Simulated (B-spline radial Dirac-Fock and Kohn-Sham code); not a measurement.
**How the settings move the core levels of Yb⁵⁺**

ΔSCF core binding energies without Breit or QED terms, calculated with a radial B-spline solver. Keys: rel is the Hamiltonian (dirac, or spin-free x2c and nr, where L3 and M5 stand for the whole 2p and 3d shells), method is hf or an exchange,correlation pair (spin-unpolarised, also for the hole states), nuc the nuclear model, radius_factor scales its radius, rmax is the box in bohr, h the logarithmic mesh step, order the B-spline order, points the quadrature points per cell, c_factor scales the speed of light, and damp, ndamp, maxit and tol steer the iteration. The run stops when the commutator error falls below 10·tol·max(1, Z/10), or the numerical noise floor, and the energy has settled to about 1e-8 Ha; the virial ratio is −V/T.

Base input:

```json
{"items": [{"Z": 70, "q": 5, "cfg": [[1, 0, 2], [2, 0, 2], [2, 1, 6], [3, 0, 2], [3, 1, 6], [3, 2, 10], [4, 0, 2], [4, 1, 6], [4, 2, 10], [4, 3, 12], [5, 0, 2], [5, 1, 5]], "A": 174, "rrms": 5.3108, "do": "settings", "holes": ["K", "L3", "M5"],
  "settings": [{"rel": "dirac", "method": "hf", "nuc": "fermi", "radius_factor": 1.0, "rmax": 45.0, "h": 0.3, "order": 8, "points": 10, "c_factor": 1.0, "maxit": 60, "damp": 0.5, "ndamp": 3, "tol": 1e-08}]}]}
```

The ground state converged in 11 iterations, with total energy -14061.77414 Ha, virial ratio 1.90050 and highest orbital energy -88.01 eV. ΔSCF binding energies: K (1s) 61698.5 eV, L3 (2p3/2) 9046.8 eV, M5 (3d5/2) 1611.5 eV.

Changes from the base run:

| changed setting | Δ total energy (Ha) | Δ K (eV) | Δ L3 (eV) | Δ M5 (eV) | iterations |
| --- | --- | --- | --- | --- | --- |
| tol = 1e-06 | 0.00000 | 0.00 | 0.00 | 0.00 | 9 |
| h = 0.18 | -0.00006 | 0.00 | 0.00 | 0.00 | 10 |
| nuc = "sphere" | +0.00272 | -0.03 | 0.00 | 0.00 | 11 |
| method = "wc,pbe"; c_factor = 100.0; damp = 0.0 | +674.25091 | -4413.27 | -68.53 | +23.64 | 11 |
| rel = "x2c"; method = "wc,pbe"; h = 0.18 | +9.52755 | -33.05 | +280.56 | +9.01 | 11 |
| c_factor = 100.0 | +676.75690 | -4431.09 | -32.09 | +34.31 | 10 |
| rel = "x2c" | ? | ? | ? | ? | ? |

Problem. What does the change rel = "x2c" do?

Solution. The total energy moves by +12.93815 Ha and the binding energies by K -65.42 eV, L3 +316.20 eV, M5 +19.28 eV; the run takes 11 iterations.
